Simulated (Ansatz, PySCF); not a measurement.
Gas-phase reaction (SMILES): C[Si](C)(C)O + O (H2O) -> C[Si](C)(O)O [dihydroxy(dimethyl)silane] + C (CH4); water cleaves one Si-C bond, a model of a ligand-exchange step.

Each molecule is optimised on its own at B3LYP-D3(BJ)/def2-TZVP (Ansatz, a quantum-chemistry and plane-wave program), one conformer each, not searched for the lowest. Valence correlation only, unless marked. No spin-orbit coupling. Non-relativistic. CBS(X,Y): correlation extrapolated as X^-3; Hartree-Fock from the larger set. Thermal terms are rigid-rotor harmonic-oscillator values from B3LYP-D3(BJ) frequencies (Ansatz or PySCF) at 298.15 K and 1 atm. 1 Eh = 627.5095 kcal/mol.

```json
[
 {"species": "C[Si](C)(C)O", "E, CCSD(T)/CBS(cc-pV(T+d)Z,cc-pV(Q+d)Z) (Ansatz) (Eh)": "-484.51204", "E, B3LYP-D3(BJ)/def2-TZVPD (Ansatz + dftd3) (Eh)": "-485.28430", "H - E (Eh)": "0.13401"},
 {"species": "O (H2O)", "E, CCSD(T)/CBS(cc-pV(T+d)Z,cc-pV(Q+d)Z) (Ansatz) (Eh)": "-76.37426", "E, B3LYP-D3(BJ)/def2-TZVPD (Ansatz + dftd3) (Eh)": "-76.46738", "H - E (Eh)": "0.02495"},
 {"species": "C[Si](C)(O)O", "E, CCSD(T)/CBS(cc-pV(T+d)Z,cc-pV(Q+d)Z) (Ansatz) (Eh)": "-520.47250", "E, B3LYP-D3(BJ)/def2-TZVPD (Ansatz + dftd3) (Eh)": "-521.25564", "H - E (Eh)": "0.11105"},
 {"species": "C (CH4)", "E, CCSD(T)/CBS(cc-pV(T+d)Z,cc-pV(Q+d)Z) (Ansatz) (Eh)": "-40.45816", "E, B3LYP-D3(BJ)/def2-TZVPD (Ansatz + dftd3) (Eh)": "-40.53958", "H - E (Eh)": "0.04840"}
]
```

Q: Work out ΔE and ΔH at 298.15 K at the first level, then ΔH at the second.

A: 
1. ΔE = [(-520.47250) + (-40.45816)] - [(-484.51204) + (-76.37426)] = -0.04436 Eh = -27.8 kcal/mol at CCSD(T)/CBS(cc-pV(T+d)Z,cc-pV(Q+d)Z).
2. The terms H - E add up to 0.00049 Eh, so ΔH = (-0.04436 + (0.00049))×627.5095 = -27.5 kcal/mol.
3. At B3LYP-D3(BJ)/def2-TZVPD the same steps give ΔE = -27.3 and ΔH = -27.0 kcal/mol, a shift of +0.5 from the first level.
4. These values are not checked against measurement here, since the tables used lack a sound gas-phase enthalpy of formation for at least one species.
